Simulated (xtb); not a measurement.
C4H13N2Si (SMILES CN(C)[SiH]N(C)C), doublet, from a rough starting geometry; xtb with GFN2-xTB.

Here is a job for xtb.
```
$ xtb mol.xyz --gfn 2 --uhf 1 --opt vtight --json

# file mol.xyz
20

C      1.68368654    -0.61966253     1.06973952
N      1.42630580     0.30934144    -0.14565670
C      2.44169522    -0.05419912    -1.19042219
Si     0.04026442     1.25489759    -0.30580995
N     -1.34003030     0.33840736    -0.00153679
C     -1.51582983    -1.04138902    -0.41114717
C     -2.57469943     0.96845617     0.43248418
H      0.96647016    -0.25605428     1.81860961
H      1.69797313    -1.68829366     0.91147203
H      2.68005050    -0.27083488     1.42903167
H      2.39075764    -1.06103443    -1.52495681
H      2.18286265     0.65161601    -1.97651705
H      3.43739606     0.20901818    -0.76678124
H      0.03884144     2.31081361     0.65907543
H     -2.16985592    -1.11617375    -1.34723791
H     -0.51389519    -1.45987480    -0.68411989
H     -1.98141825    -1.62449030     0.41459257
H     -3.03674356     0.34992650     1.21231767
H     -3.25347583     0.96480657    -0.44647753
H     -2.41372468     1.97256664     0.81501582
```

What the program printed (banner, timings and long lists left out):

```
   ID    Z sym.   atoms
    1    6 C      1, 3, 6, 7
    2    7 N      2, 5
    3   14 Si     4
    4    1 H      8-20

           -------------------------------------------------
          |                Calculation Setup                |
           -------------------------------------------------

           -------------------------------------------------
          |                 G F N 2 - x T B                 |
           -------------------------------------------------

          ...................................................
          :                      SETUP                      :
          :.................................................:
          :  # basis functions                  47          :
          :  # atomic orbitals                  46          :
          :  # shells                           28          :
          :  # electrons                        43          :
          :  max. iterations                   250          :
          :  Hamiltonian                  GFN2-xTB          :
          :  restarted?                      false          :
          :  GBSA solvation                  false          :
          :  PC potential                    false          :
          :  electronic temp.          300.0000000     K    :
          :  accuracy                    1.0000000          :
          :  -> integral cutoff          0.2500000E+02      :
          :  -> integral neglect         0.1000000E-07      :
          :  -> SCF convergence          0.1000000E-05 Eh   :
          :  -> wf. convergence          0.1000000E-03 e    :
          :  Broyden damping             0.4000000          :
          :  net charge                          0          :
          :  unpaired electrons                  1          :
          ...................................................

 iter      E             dE          RMSdq      gap      omega  full diag
   1    -22.9528834 -0.229529E+02  0.374E+00    3.04       0.0  T
   2    -22.9907219 -0.378385E-01  0.290E+00    3.11       1.0  T
   3    -22.9933826 -0.266064E-02  0.133E+00    3.16       1.0  T
   4    -22.9941946 -0.812025E-03  0.696E-01    3.25       1.0  T
   5    -22.9953349 -0.114032E-02  0.290E-01    3.26       1.0  T
   6    -22.9953581 -0.232180E-04  0.934E-02    3.25       1.0  T
   7    -22.9953845 -0.263521E-04  0.283E-02    3.25       1.0  T
   8    -22.9953847 -0.281603E-06  0.758E-03    3.25       3.0  T
   9    -22.9953848 -0.788449E-07  0.472E-03    3.25       4.7  T
  10    -22.9953848 -0.222349E-07  0.174E-03    3.25      12.8  T
  11    -22.9953849 -0.100171E-07  0.639E-04    3.25      35.0  T
  12    -22.9953849 -0.263576E-10  0.176E-04    3.25     126.8  T

   *** convergence criteria satisfied after 12 iterations ***

         :::::::::::::::::::::::::::::::::::::::::::::::::::::
         ::                     SUMMARY                     ::
         :::::::::::::::::::::::::::::::::::::::::::::::::::::
         :: total energy             -22.718323551612 Eh    ::
         :: gradient norm              0.141346086470 Eh/a0 ::
         :: HOMO-LUMO gap              3.253011067369 eV    ::
         ::.................................................::
         :: SCC energy               -22.995314916366 Eh    ::
         :: -> isotropic ES            0.024612923044 Eh    ::
         :: -> anisotropic ES          0.005128709253 Eh    ::
         :: -> anisotropic XC          0.015246758014 Eh    ::
         :: -> dispersion             -0.014829972533 Eh    ::
         :: repulsion energy           0.276991364754 Eh    ::
         :: add. restraining           0.000000000000 Eh    ::
         :: total charge              -0.000000000000 e     ::
         :::::::::::::::::::::::::::::::::::::::::::::::::::::

      -----------------------------------------------------------
     |                   =====================                   |
     |                        A N C O P T                        |
     |                   =====================                   |
     |               Approximate Normal Coordinate               |
     |                Rational Function Optimizer                |
      -----------------------------------------------------------
      -----------------------------------------------------------
     |                   =====================                   |
     |                        A N C O P T                        |
     |                   =====================                   |
     |               Approximate Normal Coordinate               |
     |                Rational Function Optimizer                |
      -----------------------------------------------------------

          ...................................................
          :                      SETUP                      :
          :.................................................:
          :   optimization level         verytight          :
          :   max. optcycles                   400          :
          :   ANC micro-cycles                  20          :
          :   degrees of freedom                54          :
          :.................................................:
          :   RF solver                   davidson          :
          :   write xtbopt.log                true          :
          :   linear?                        false          :
          :   energy convergence         0.1000000E-06 Eh   :
          :   grad. convergence          0.2000000E-03 Eh/α :
          :   maxmium RF displ.          1.0000000          :
          :   Hlow (freq-cutoff)         0.1000000E-01      :
          :   Hmax (freq-cutoff)         5.0000000          :
          :   S6 in model hess.         20.0000000          :
          ...................................................

generating ANC from exact Hessian ...
Using Lindh-Hessian (1995)
 Shifting diagonal of input Hessian by    8.8415803886550699E-003
[...]
 * total energy  :   -22.7426517 Eh     change       -0.1049201E-03 Eh
 * total energy  :   -22.7426587 Eh     change       -0.6993561E-05 Eh
 * total energy  :   -22.7426610 Eh     change       -0.2332929E-05 Eh
 * total energy  :   -22.7426635 Eh     change       -0.2495322E-05 Eh
 * total energy  :   -22.7426644 Eh     change       -0.9049319E-06 Eh
 * total energy  :   -22.7426659 Eh     change       -0.1509387E-05 Eh
 * total energy  :   -22.7426672 Eh     change       -0.1277589E-05 Eh
 * total energy  :   -22.7426678 Eh     change       -0.6216801E-06 Eh
 * total energy  :   -22.7426681 Eh     change       -0.2528483E-06 Eh
 * total energy  :   -22.7426682 Eh     change       -0.1300773E-06 Eh
 * total energy  :   -22.7426683 Eh     change       -0.1109774E-06 Eh
 * total energy  :   -22.7426684 Eh     change       -0.9848923E-07 Eh
   *** GEOMETRY OPTIMIZATION CONVERGED AFTER 30 ITERATIONS ***
         :: total energy             -22.742668394088 Eh    ::
[...]
       ...           ...                  ...                  ...
        10        2.0000           -0.5056271             -13.7588
        11        2.0000           -0.5013729             -13.6431
        12        2.0000           -0.4953034             -13.4779
        13        2.0000           -0.4783657             -13.0170
        14        2.0000           -0.4672458             -12.7144
        15        2.0000           -0.4642089             -12.6318
        16        2.0000           -0.4505755             -12.2608
        17        2.0000           -0.4469680             -12.1626
        18        2.0000           -0.4198374             -11.4244
        19        2.0000           -0.4172749             -11.3546
        20        2.0000           -0.3590583              -9.7705
        21        2.0000           -0.3422734              -9.3137
        22        1.0000           -0.2668757              -7.2621 (HOMO)
        23                         -0.1407820              -3.8309 (LUMO)
        24                         -0.1335669              -3.6345
        25                         -0.0658478              -1.7918
        26                         -0.0118905              -0.3236
        27                          0.0048161               0.1311
        28                          0.0904984               2.4626
        29                          0.0968457               2.6353
        30                          0.1409042               3.8342
        31                          0.1498746               4.0783
        32                          0.1544251               4.2021
        33                          0.1730304               4.7084
       ...                                ...                  ...
        46                          0.7201463              19.5962
      -------------------------------------------------------------
                  HL-Gap            0.1260937 Eh            3.4312 eV
             Fermi-level           -0.2542017 Eh           -6.9172 eV

     #   Z          covCN         q      C6AA      α(0)
     1   6 C        3.741    -0.021    21.022     6.542
     2   7 N        2.636    -0.266    26.886     7.701
     3   6 C        3.743    -0.025    21.091     6.552
     4  14 Si       2.726     0.398   179.350    29.411
     5   7 N        2.636    -0.258    26.694     7.673
     6   6 C        3.736    -0.023    21.069     6.551
     7   6 C        3.746    -0.023    21.056     6.545
     8   1 H        0.925     0.036     2.498     2.472
     9   1 H        0.924     0.021     2.715     2.577
    10   1 H        0.924     0.011     2.867     2.648
    11   1 H        0.924     0.027     2.630     2.536
    12   1 H        0.925     0.027     2.624     2.533
    13   1 H        0.923     0.011     2.881     2.654
    14   1 H        0.915    -0.069     4.603     3.356
    15   1 H        0.924     0.017     2.784     2.609
    16   1 H        0.925     0.045     2.384     2.414
    17   1 H        0.924     0.024     2.679     2.559
    18   1 H        0.924     0.028     2.610     2.526
    19   1 H        0.923     0.014     2.822     2.627
    20   1 H        0.925     0.024     2.668     2.554

 Mol. C6AA /au·bohr⁶  :       3992.926241
 Mol. C8AA /au·bohr⁸  :     109845.602002
 Mol. α(0) /au        :        105.041333

Wiberg/Mayer (AO) data.
largest (>0.10) Wiberg bond orders for each atom

 ---------------------------------------------------------------------------
     #   Z sym  total        # sym  WBO       # sym  WBO       # sym  WBO
 ---------------------------------------------------------------------------
     1   6 C    3.988 --     2 N    1.029     8 H    0.989     9 H    0.978
                            10 H    0.978
     2   7 N    3.274 --     4 Si   1.055     3 C    1.045     1 C    1.029
     3   6 C    3.988 --     2 N    1.045    12 H    0.991    11 H    0.978
                            13 H    0.978
     4  14 Si   3.004 --     5 N    1.076     2 N    1.055    14 H    0.868
     5   7 N    3.307 --     4 Si   1.076     7 C    1.049     6 C    1.040
     6   6 C    3.986 --     5 N    1.040    16 H    0.987    17 H    0.976
                            15 H    0.976
     7   6 C    3.988 --     5 N    1.049    20 H    0.993    19 H    0.976
                            18 H    0.976
     8   1 H    0.999 --     1 C    0.989
     9   1 H    1.000 --     1 C    0.978
    10   1 H    1.000 --     1 C    0.978
    11   1 H    0.999 --     3 C    0.978
    12   1 H    0.999 --     3 C    0.991
    13   1 H    1.000 --     3 C    0.978
    14   1 H    0.992 --     4 Si   0.868
    15   1 H    1.000 --     6 C    0.976
    16   1 H    0.998 --     6 C    0.987
    17   1 H    0.999 --     6 C    0.976
    18   1 H    0.999 --     7 C    0.976
    19   1 H    0.999 --     7 C    0.976
    20   1 H    0.999 --     7 C    0.993
 ---------------------------------------------------------------------------

Topologies differ in total number of bonds
Writing topology from bond orders to xtbtopo.mol

molecular dipole:
                 x           y           z       tot (Debye)
 q only:       -0.065       0.211      -0.267
   full:       -0.086      -0.119       0.171       0.573
molecular quadrupole (traceless):
                xx          xy          yy          xz          yz          zz
 q only:       -1.425       0.047       0.964      -0.321      -1.431       0.460
  q+dip:        0.749       0.298      -0.487       0.682       0.912      -0.261
   full:        2.708       0.010      -1.065       0.110       0.373      -1.644

optimized geometry written to: xtbopt.xyz

           -------------------------------------------------
          | TOTAL ENERGY              -22.742668394088 Eh   |
          | GRADIENT NORM               0.000045261326 Eh/α |
          | HOMO-LUMO GAP               3.431183871616 eV   |
           -------------------------------------------------
```
